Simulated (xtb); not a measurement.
acetonitrile (C2H3N), singlet, at a GFN2-xTB geometry; GFN2-xTB run with xtb 6.7.1.

Input for xtb:
```
$ xtb mol.xyz --gfn 2 --json

# file mol.xyz
6

C     -0.01475717     0.01116275    -1.16276182
C      0.00347482    -0.00262846     0.27379184
N      0.01797420    -0.01359621     1.41624111
H     -0.00999740     1.04135020    -1.51688517
H      0.86504779    -0.50670455    -1.54285244
H     -0.91317570    -0.49067797    -1.52013028
```

The log (banner, timings and long lists left out):

```
   ID    Z sym.   atoms
    1    6 C      1, 2
    2    7 N      3
    3    1 H      4-6

           -------------------------------------------------
          |                Calculation Setup                |
           -------------------------------------------------

           -------------------------------------------------
          |                 G F N 2 - x T B                 |
           -------------------------------------------------

          ...................................................
          :                      SETUP                      :
          :.................................................:
          :  # basis functions                  15          :
          :  # atomic orbitals                  15          :
          :  # shells                            9          :
          :  # electrons                        16          :
          :  max. iterations                   250          :
          :  Hamiltonian                  GFN2-xTB          :
          :  restarted?                      false          :
          :  GBSA solvation                  false          :
          :  PC potential                    false          :
          :  electronic temp.          300.0000000     K    :
          :  accuracy                    1.0000000          :
          :  -> integral cutoff          0.2500000E+02      :
          :  -> integral neglect         0.1000000E-07      :
          :  -> SCF convergence          0.1000000E-05 Eh   :
          :  -> wf. convergence          0.1000000E-03 e    :
          :  Broyden damping             0.4000000          :
          :  net charge                          0          :
          :  unpaired electrons                  0          :
          ...................................................

 iter      E             dE          RMSdq      gap      omega  full diag
   1     -8.8556051 -0.885561E+01  0.641E+00    6.68       0.0  T
   2     -8.8588621 -0.325698E-02  0.405E+00    6.74       1.0  T
   3     -8.8396656  0.191965E-01  0.258E+00    5.91       1.0  T
   4     -8.8674853 -0.278197E-01  0.438E-01    6.13       1.0  T
   5     -8.8678596 -0.374344E-03  0.669E-02    6.10       1.0  T
   6     -8.8678616 -0.196632E-05  0.402E-02    6.11       1.0  T
   7     -8.8678652 -0.357954E-05  0.461E-03    6.11       8.9  T
   8     -8.8678652 -0.415521E-07  0.144E-03    6.11      28.3  T
   9     -8.8678652 -0.158273E-08  0.911E-05    6.11     448.0  T
  10     -8.8678652 -0.211209E-10  0.313E-05    6.11    1304.7  T

   *** convergence criteria satisfied after 10 iterations ***

         :::::::::::::::::::::::::::::::::::::::::::::::::::::
         ::                     SUMMARY                     ::
         :::::::::::::::::::::::::::::::::::::::::::::::::::::
         :: total energy              -8.688501021513 Eh    ::
         :: gradient norm              0.000060709013 Eh/a0 ::
         :: HOMO-LUMO gap              6.110436707233 eV    ::
         ::.................................................::
         :: SCC energy                -8.867865141823 Eh    ::
         :: -> isotropic ES            0.009865060078 Eh    ::
         :: -> anisotropic ES          0.001490550710 Eh    ::
         :: -> anisotropic XC          0.018445691429 Eh    ::
         :: -> dispersion             -0.001741730860 Eh    ::
         :: repulsion energy           0.179364120310 Eh    ::
         :: add. restraining           0.000000000000 Eh    ::
         :: total charge               0.000000000000 e     ::
         :::::::::::::::::::::::::::::::::::::::::::::::::::::

           -------------------------------------------------
          |                Property Printout                |
           -------------------------------------------------

    * Orbital Energies and Occupations

         #    Occupation            Energy/Eh            Energy/eV
      -------------------------------------------------------------
         1        2.0000           -0.6500521             -17.6888
         2        2.0000           -0.6337660             -17.2457
         3        2.0000           -0.5434931             -14.7892
         4        2.0000           -0.5265046             -14.3269
         5        2.0000           -0.5265046             -14.3269
         6        2.0000           -0.4650783             -12.6554
         7        2.0000           -0.4650783             -12.6554
         8        2.0000           -0.4267066             -11.6113 (HOMO)
         9                         -0.2021521              -5.5008 (LUMO)
        10                         -0.2021521              -5.5008
        11                          0.1211448               3.2965
        12                          0.1591252               4.3300
        13                          0.2072291               5.6390
        14                          0.2072291               5.6390
        15                          1.1489126              31.2635
      -------------------------------------------------------------
                  HL-Gap            0.2245544 Eh            6.1104 eV
             Fermi-level           -0.3144294 Eh           -8.5561 eV

     #   Z          covCN         q      C6AA      α(0)
     1   6 C        3.754    -0.106    22.589     6.777
     2   6 C        1.890     0.118    28.198     8.576
     3   7 N        0.911    -0.241    26.284     7.415
     4   1 H        0.925     0.076     2.019     2.222
     5   1 H        0.925     0.076     2.019     2.222
     6   1 H        0.925     0.076     2.019     2.222

 Mol. C6AA /au·bohr⁶  :        377.196916
 Mol. C8AA /au·bohr⁸  :       8625.431962
 Mol. α(0) /au        :         29.435298

Wiberg/Mayer (AO) data.
largest (>0.10) Wiberg bond orders for each atom

 ---------------------------------------------------------------------------
     #   Z sym  total        # sym  WBO       # sym  WBO       # sym  WBO
 ---------------------------------------------------------------------------
     1   6 C    3.995 --     2 C    1.070     5 H    0.954     6 H    0.954
                             4 H    0.954
     2   6 C    3.947 --     3 N    2.850     1 C    1.070
     3   7 N    3.006 --     2 C    2.850
     4   1 H    0.994 --     1 C    0.954
     5   1 H    0.994 --     1 C    0.954
     6   1 H    0.994 --     1 C    0.954
 ---------------------------------------------------------------------------

Topologies differ in total number of bonds
Writing topology from bond orders to xtbtopo.mol

molecular dipole:
                 x           y           z       tot (Debye)
 q only:       -0.013       0.010      -1.008
   full:       -0.019       0.015      -1.515       3.851
molecular quadrupole (traceless):
                xx          xy          yy          xz          yz          zz
 q only:        0.367       0.000       0.367      -0.014       0.011      -0.734
  q+dip:        0.684       0.000       0.684      -0.026       0.020      -1.368
   full:        1.447       0.001       1.447      -0.055       0.042      -2.894

           -------------------------------------------------
          | TOTAL ENERGY               -8.688501021513 Eh   |
          | GRADIENT NORM               0.000060709013 Eh/α |
          | HOMO-LUMO GAP               6.110436707233 eV   |
           -------------------------------------------------

normal termination of xtb
```
